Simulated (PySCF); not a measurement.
PySCF input file for Si(Cl)(Br)(OH)(OMe) (CH4BrClO2Si), SMILES [Si](O)(OC)(Br)Cl, SMD-B3LYP/def2-SVP. Coordinates come from a B3LYP-D3(BJ)/def2-SVP optimisation. The values are those of a single conformer.

```python
import numpy as np
from pyscf import gto, scf, dft
from pyscf.solvent import smd

mol = gto.M(
    atom='''
    C    -2.36987289   -0.08470671   -1.40870045
    O    -1.28903626    0.75693226   -1.04415860
    Si    0.18037806    0.26865227   -0.53347557
    O     0.90946065   -0.58523006   -1.73548386
    Cl    1.24359612    1.95037059   -0.03680847
    Br   -0.00408174   -1.02386410    1.28116130
    H    -2.10503029   -0.72469649   -2.26697340
    H    -2.67509727   -0.72830726   -0.56584420
    H    -3.21857911    0.55479226   -1.69039427
    H     1.73098271   -1.04935433   -1.53368934
    ''',
    basis='def2-SVP',
    charge=0,
    spin=0,
    max_memory=1600,
    verbose=3,
)
mf = dft.RKS(mol, xc='b3lyp').density_fit(auxbasis='def2-universal-jkfit')
mf.grids.level = 3
mf.conv_tol = 1e-9
mf.max_cycle = 100
mf.kernel()
res = {}
for name in ['water', 'dimethylsulfoxide', 'ethanol']:
    s = mf.SMD()
    s.with_solvent.solvent, s.with_solvent.sasa_ng = name, 302
    s.kernel(mf.make_rdm1())
    res[name] = (s.e_tot, s.with_solvent.get_cds(), s.dip_moment(), s.mo_energy, s.converged)
    print(f'SMD {name}: dG(solv) = {(s.e_tot - mf.e_tot) * 627.509474:.3f} kcal/mol, of which CDS {res[name][1] * 627.509474:.3f}')
```

Output:

```
converged SCF energy = -3514.35367396357
converged SCF energy = -3514.36199377092
Dipole moment(X, Y, Z, Debye): -0.03517, -2.19053, -0.97348
SMD water: dG(solv) = -5.221 kcal/mol, of which CDS 2.294
converged SCF energy = -3514.36347765536
Dipole moment(X, Y, Z, Debye): -0.18231, -2.04311, -1.06323
SMD dimethylsulfoxide: dG(solv) = -6.152 kcal/mol, of which CDS -2.055
converged SCF energy = -3514.36658966494
Dipole moment(X, Y, Z, Debye): -0.05173, -2.14988, -0.99421
SMD ethanol: dG(solv) = -8.105 kcal/mol, of which CDS -1.236
```

Self-consistency was reached.

Cost: around 100 core-seconds (rough).
